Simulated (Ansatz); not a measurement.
Ansatz (a program for electronic structure) input for Nb(NMe)(F)2(Cl) (CH3ClF2NNb), SMILES C[N]=[Nb]([F])([F])[Cl], multiplicity 1, PBE0-D3(BJ)/def2-SVP. 

Ansatz 0.2 input:
```yaml
crystal:
  periodic: [false, false, false]
  atoms:
    - {symbol: Nb, position_ang: [0.12328133, 0.33417032, 0.05406479]}
    - {symbol: N, position_ang: [0.18659265, -0.73504522, -1.35185300]}
    - {symbol: C, position_ang: [0.22051583, -1.60877935, -2.45310763]}
    - {symbol: H, position_ang: [1.25399232, -1.89752482, -2.67504299]}
    - {symbol: H, position_ang: [-0.35985876, -2.51166604, -2.22545834]}
    - {symbol: H, position_ang: [-0.21441719, -1.12219358, -3.33322928]}
    - {symbol: F, position_ang: [1.86026938, 0.51250859, 0.66444819]}
    - {symbol: F, position_ang: [-0.99697137, 1.73572368, -0.39565926]}
    - {symbol: Cl, position_ang: [-0.94901036, -0.80033508, 1.63409359]}
basis:
  gaussian:
    orbitals: def2-SVP
hamiltonian:
  xc: pbe0
  dispersion: d3bj
relax: {f_tol: 0.002, max_steps: 200}
```

Program output:

```
WARN ansatz: RAYON_NUM_THREADS=1 ignored (pool sized by the plan → 1); use --threads N
Functional definition: PBE0
integrals: 0.08 GiB planned
1286 factors; integrals over basis functions are off by at most 2.9e-4 eV
mean field: 0.62 GiB planned
mean field evaluation 1: about -22053.4275 eV, gradient 7.9e1 eV
mean field evaluation 2: about -21932.8241 eV, gradient 2.3e2 eV
mean field evaluation 4: about -22065.1511 eV, gradient 2.3e1 eV
mean field evaluation 8: about -22066.1776 eV, gradient 2.6e-1 eV
mean field evaluation 16: about -22066.2511 eV, gradient 3.4e-4 eV
mean field -22066.25108255 eV, -810.9197702414 hartree, gradient 7.7e-5 eV, S^2 0.000000; 0 other end points of the search recorded, 0 dependent functions left out
the calculation of the forces begins
reference -22066.25113771 eV, -810.9197722685 hartree; 32, 32 occupied and 88, 88 virtual orbitals, 1286 factors
relax step   1: F+E_penalty+E_count = -22066.44495429 eV  Δ(F+E_penalty+E_count) = +0.000e0 eV  max|allowed force component| = 2.268e0 eV/Å  Δτ_max = 0.0000 Å  (31 SCF iters, accepted)
these checks for a lower state are left out or cut short: starts, cluster_reference, orbital_swaps, neighbouring_geometries, increment
integrals: 0.08 GiB planned
1286 factors; integrals over basis functions are off by at most 3.0e-4 eV
mean field: 0.62 GiB planned
mean field -22066.44187918 eV, -810.9267818884 hartree, gradient 2.3e-5 eV, S^2 0.000000; 0 other end points of the search recorded, 0 dependent functions left out
the calculation of the forces begins
reference -22066.44193438 eV, -810.9267839170 hartree; 32, 32 occupied and 88, 88 virtual orbitals, 1286 factors
relax step   2: F+E_penalty+E_count = -22066.63371693 eV  Δ(F+E_penalty+E_count) = -1.888e-1 eV  max|allowed force component| = 4.475e-1 eV/Å  Δτ_max = 0.1531 Å  (34 SCF iters, accepted)
these checks for a lower state are left out or cut short: starts, cluster_reference, orbital_swaps, neighbouring_geometries, increment
integrals: 0.08 GiB planned
1286 factors; integrals over basis functions are off by at most 3.1e-4 eV
mean field: 0.62 GiB planned
mean field evaluation 32: about -22066.4523 eV, gradient 1.2e-5 eV
mean field -22066.45230226 eV, -810.9271649294 hartree, gradient 1.2e-5 eV, S^2 0.000000; 0 other end points of the search recorded, 0 dependent functions left out
the calculation of the forces begins
reference -22066.45235740 eV, -810.9271669560 hartree; 32, 32 occupied and 88, 88 virtual orbitals, 1286 factors
relax step   3: F+E_penalty+E_count = -22066.64457569 eV  Δ(F+E_penalty+E_count) = -1.086e-2 eV  max|allowed force component| = 1.672e-1 eV/Å  Δτ_max = 0.0467 Å  (35 SCF iters, accepted)
these checks for a lower state are left out or cut short: starts, cluster_reference, orbital_swaps, neighbouring_geometries, increment
integrals: 0.08 GiB planned
1286 factors; integrals over basis functions are off by at most 3.1e-4 eV
mean field: 0.62 GiB planned
mean field -22066.45332853 eV, -810.9272026443 hartree, gradient 1.1e-5 eV, S^2 0.000000; 0 other end points of the search recorded, 0 dependent functions left out
the calculation of the forces begins
reference -22066.45338366 eV, -810.9272046703 hartree; 32, 32 occupied and 88, 88 virtual orbitals, 1286 factors
relax step   4: F+E_penalty+E_count = -22066.64543039 eV  Δ(F+E_penalty+E_count) = -8.547e-4 eV  max|allowed force component| = 3.085e-2 eV/Å  Δτ_max = 0.0097 Å  (37 SCF iters, accepted)
these checks for a lower state are left out or cut short: starts, cluster_reference, orbital_swaps, neighbouring_geometries, increment
integrals: 0.08 GiB planned
1286 factors; integrals over basis functions are off by at most 3.1e-4 eV
mean field: 0.62 GiB planned
mean field -22066.45359920 eV, -810.9272125912 hartree, gradient 9.0e-6 eV, S^2 0.000000; 0 other end points of the search recorded, 0 dependent functions left out
the calculation of the forces begins
reference -22066.45365434 eV, -810.9272146174 hartree; 32, 32 occupied and 88, 88 virtual orbitals, 1286 factors
relax step   5: F+E_penalty+E_count = -22066.64558911 eV  Δ(F+E_penalty+E_count) = -1.587e-4 eV  max|allowed force component| = 1.345e-2 eV/Å  Δτ_max = 0.0094 Å  (29 SCF iters, accepted)
these checks for a lower state are left out or cut short: starts, cluster_reference, orbital_swaps, neighbouring_geometries, increment
integrals: 0.08 GiB planned
1286 factors; integrals over basis functions are off by at most 3.0e-4 eV
mean field: 0.62 GiB planned
mean field -22066.45378498 eV, -810.9272194186 hartree, gradient 1.2e-5 eV, S^2 0.000000; 0 other end points of the search recorded, 0 dependent functions left out
the calculation of the forces begins
reference -22066.45384011 eV, -810.9272214445 hartree; 32, 32 occupied and 88, 88 virtual orbitals, 1286 factors
relax step   6: F+E_penalty+E_count = -22066.64570266 eV  Δ(F+E_penalty+E_count) = -1.136e-4 eV  max|allowed force component| = 2.364e-2 eV/Å  Δτ_max = 0.0089 Å  (29 SCF iters, accepted)
these checks for a lower state are left out or cut short: starts, cluster_reference, orbital_swaps, neighbouring_geometries, increment
integrals: 0.08 GiB planned
1286 factors; integrals over basis functions are off by at most 3.0e-4 eV
mean field: 0.62 GiB planned
mean field -22066.45389003 eV, -810.9272232790 hartree, gradient 1.5e-5 eV, S^2 0.000000; 0 other end points of the search recorded, 0 dependent functions left out
the calculation of the forces begins
reference -22066.45394516 eV, -810.9272253048 hartree; 32, 32 occupied and 88, 88 virtual orbitals, 1286 factors
relax step   7: F+E_penalty+E_count = -22066.64579071 eV  Δ(F+E_penalty+E_count) = -8.804e-5 eV  max|allowed force component| = 1.670e-3 eV/Å  Δτ_max = 0.0084 Å  (28 SCF iters, accepted)
these checks for a lower state are left out or cut short: starts, cluster_reference, orbital_swaps, neighbouring_geometries, increment
integrals: 0.08 GiB planned
1286 factors; integrals over basis functions are off by at most 3.0e-4 eV
mean field: 0.62 GiB planned
mean field evaluation 64: about -22066.4539 eV, gradient 2.0e-5 eV
mean field -22066.45393138 eV, -810.9272247986 hartree, gradient 2.0e-5 eV, S^2 0.000000; 0 other end points of the search recorded, 0 dependent functions left out
the calculation of the forces begins
reference -22066.45398650 eV, -810.9272268242 hartree; 32, 32 occupied and 88, 88 virtual orbitals, 1286 factors
relax step   8: F+E_penalty+E_count = -22066.64580584 eV  Δ(F+E_penalty+E_count) = -1.513e-5 eV  max|allowed force component| = 1.152e-3 eV/Å  Δτ_max = 0.0079 Å  (27 SCF iters, accepted)
these checks for a lower state are left out or cut short: starts, cluster_reference, orbital_swaps, neighbouring_geometries, increment
integrals: 0.08 GiB planned
1286 factors; integrals over basis functions are off by at most 3.0e-4 eV
mean field: 0.62 GiB planned
mean field -22066.45393764 eV, -810.9272250285 hartree, gradient 1.5e-5 eV, S^2 0.000000; 0 other end points of the search recorded, 0 dependent functions left out
the calculation of the forces begins
reference -22066.45399275 eV, -810.9272270538 hartree; 32, 32 occupied and 88, 88 virtual orbitals, 1286 factors
relax step   9: F+E_penalty+E_count = -22066.64581419 eV  Δ(F+E_penalty+E_count) = -8.357e-6 eV  max|allowed force component| = 1.396e-2 eV/Å  Δτ_max = 0.0131 Å  (28 SCF iters, accepted)
these checks for a lower state are left out or cut short: starts, cluster_reference, orbital_swaps, neighbouring_geometries, increment
integrals: 0.08 GiB planned
1286 factors; integrals over basis functions are off by at most 3.0e-4 eV
mean field: 0.62 GiB planned
mean field -22066.45397996 eV, -810.9272265837 hartree, gradient 2.0e-5 eV, S^2 0.000000; 0 other end points of the search recorded, 0 dependent functions left out
the calculation of the forces begins
reference -22066.45403507 eV, -810.9272286090 hartree; 32, 32 occupied and 88, 88 virtual orbitals, 1286 factors
relax step  10: F+E_penalty+E_count = -22066.64582601 eV  Δ(F+E_penalty+E_count) = -1.182e-5 eV  max|allowed force component| = 1.219e-2 eV/Å  Δτ_max = 0.0146 Å  (27 SCF iters, accepted)
these checks for a lower state are left out or cut short: starts, cluster_reference, orbital_swaps, neighbouring_geometries, increment
integrals: 0.08 GiB planned
1286 factors; integrals over basis functions are off by at most 3.0e-4 eV
mean field: 0.62 GiB planned
mean field -22066.45395283 eV, -810.9272255867 hartree, gradient 1.4e-5 eV, S^2 0.000000; 0 other end points of the search recorded, 0 dependent functions left out
the calculation of the forces begins
reference -22066.45400793 eV, -810.9272276118 hartree; 32, 32 occupied and 88, 88 virtual orbitals, 1286 factors
relax step  11: F+E_penalty+E_count = -22066.64583610 eV  Δ(F+E_penalty+E_count) = -1.009e-5 eV  max|allowed force component| = 8.262e-3 eV/Å  Δτ_max = 0.0042 Å  (27 SCF iters, accepted)
these checks for a lower state are left out or cut short: starts, cluster_reference, orbital_swaps, neighbouring_geometries, increment
integrals: 0.08 GiB planned
1286 factors; integrals over basis functions are off by at most 3.0e-4 eV
mean field: 0.62 GiB planned
mean field -22066.45395474 eV, -810.9272256570 hartree, gradient 1.5e-5 eV, S^2 0.000000; 0 other end points of the search recorded, 0 dependent functions left out
the calculation of the forces begins
reference -22066.45400985 eV, -810.9272276823 hartree; 32, 32 occupied and 88, 88 virtual orbitals, 1286 factors
relax step  12: F+E_penalty+E_count = -22066.64584378 eV  Δ(F+E_penalty+E_count) = -7.676e-6 eV  max|allowed force component| = 6.689e-4 eV/Å  Δτ_max = 0.0016 Å  (26 SCF iters, accepted)
these checks for a lower state are left out or cut short: starts, cluster_reference, orbital_swaps, neighbouring_geometries, increment
integrals: 0.08 GiB planned
1286 factors; integrals over basis functions are off by at most 3.0e-4 eV
mean field: 0.62 GiB planned
mean field -22066.45395446 eV, -810.9272256468 hartree, gradient 2.5e-5 eV, S^2 0.000000; 0 other end points of the search recorded, 0 dependent functions left out
the calculation of the forces begins
reference -22066.45400957 eV, -810.9272276721 hartree; 32, 32 occupied and 88, 88 virtual orbitals, 1286 factors
relax step  13: F+E_penalty+E_count = -22066.64584561 eV  Δ(F+E_penalty+E_count) = -1.828e-6 eV  max|allowed force component| = 6.742e-4 eV/Å  Δτ_max = 0.0052 Å  (26 SCF iters, accepted)
integrals: 0.08 GiB planned
1286 factors; integrals over basis functions are off by at most 3.0e-4 eV
mean field: 0.62 GiB planned
mean field evaluation 96: about -22066.4540 eV, gradient 2.5e-5 eV
mean field -22066.45395446 eV, -810.9272256468 hartree, gradient 2.5e-5 eV, S^2 0.000000; 1 other end points of the search recorded, 0 dependent functions left out
the calculation of the forces begins
reference -22066.45400957 eV, -810.9272276721 hartree; 32, 32 occupied and 88, 88 virtual orbitals, 1286 factors
Total energy: -22066.64590072 eV, -810.9342795415 hartree
Atom 0 at     0.087515     0.270685     0.081759 Å, force    -0.000359     0.000051     0.000408 eV/Å
Atom 1 at     0.158980    -0.758004    -1.302979 Å, force     0.000070     0.000493     0.000340 eV/Å
Atom 2 at     0.216509    -1.603747    -2.438222 Å, force    -0.000037    -0.000453    -0.000674 eV/Å
Atom 3 at     1.261913    -1.828660    -2.708680 Å, force    -0.000541     0.000066    -0.000079 eV/Å
Atom 4 at    -0.297574    -2.558084    -2.233002 Å, force     0.000330     0.000447    -0.000240 eV/Å
Atom 5 at    -0.272490    -1.130674    -3.306380 Å, force     0.000306    -0.000456     0.000514 eV/Å
Atom 6 at     1.854730     0.613654     0.579771 Å, force    -0.000043    -0.000092    -0.000101 eV/Å
Atom 7 at    -0.819858     1.814203    -0.450146 Å, force     0.000174    -0.000156    -0.000080 eV/Å
Atom 8 at    -1.065330    -0.912514     1.696134 Å, force     0.000099     0.000100    -0.000089 eV/Å
Dipole moment:     0.041283    -0.248567    -0.396964 e Å
```

Self-consistency was reached.
